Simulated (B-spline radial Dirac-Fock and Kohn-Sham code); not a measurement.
**How the levels of gold move as electrons are removed**

The computed values come from a radial atomic solver: Dirac-Fock (average of configuration) total-energy differences with a finite nucleus, the Breit interaction including its frequency dependence, and self-energy and vacuum-polarisation corrections. Each ion is free and in its tabulated ground configuration. The model has no electron correlation.

Reference: Au, [Xe] 4f14 5d10 6s1, with 2p3/2 11926.1 eV, 3p1/2 3161.6 eV, 3p3/2 2756.7 eV, 4p3/2 558.1 eV, 5p1/2 81.97 eV, Kα1 (K-L3) 68800.4 eV, Kβ1 (K-M3) 77969.9 eV, Lℓ (L3-M1) 8485.5 eV. Shifts from it, in eV (a dash: the subshell is empty, belongs to an open shell averaged over j, or its hole state is left out as unreliable):

| ion | configuration | 2p3/2 | 3p1/2 | 3p3/2 | 4p3/2 | 5p1/2 | Kα1 | Kβ1 | Lℓ |
| --- | --- | --- | --- | --- | --- | --- | --- | --- | --- |
| Au⁺ | [Xe] 4f14 5d10 | +9.2 | +9.2 | +9.2 | +9.2 | +9.2 | +0.11 | +0.11 | +0.02 |
| Au²⁺ | [Xe] 4f14 5d9 | ? | ? | ? | ? | ? | ? | ? | ? |
| Au³⁺ | [Xe] 4f14 5d8 | +40.1 | +39.9 | +39.9 | +39.8 | +37.9 | -0.04 | +0.12 | +0.17 |
| Au⁴⁺ | [Xe] 4f14 5d7 | +57.6 | +57.3 | +57.3 | +57.0 | +53.7 | -0.12 | +0.19 | +0.32 |
| Au⁵⁺ | [Xe] 4f14 5d6 | +76.3 | +75.8 | +75.8 | +75.3 | +70.3 | -0.20 | +0.32 | +0.52 |
| Au⁶⁺ | [Xe] 4f14 5d5 | +96.2 | +95.4 | +95.4 | +94.6 | +87.7 | -0.27 | +0.50 | +0.77 |
| Au⁷⁺ | [Xe] 4f14 5d4 | +117.0 | +116.0 | +115.9 | +114.8 | +105.8 | -0.35 | +0.75 | +1.08 |

Question: Give the missing shifts for Au²⁺.

Answer: 2p3/2 +23.9, 3p1/2 +23.8, 3p3/2 +23.8, 4p3/2 +23.8, 5p1/2 +23.0, Kα1 +0.04, Kβ1 +0.09, Lℓ +0.07 (eV).

Over this range L3 (2p3/2) moves by +117.0 eV and Kα1 by -0.3 eV: a line is a difference of two levels that shift in the same direction.
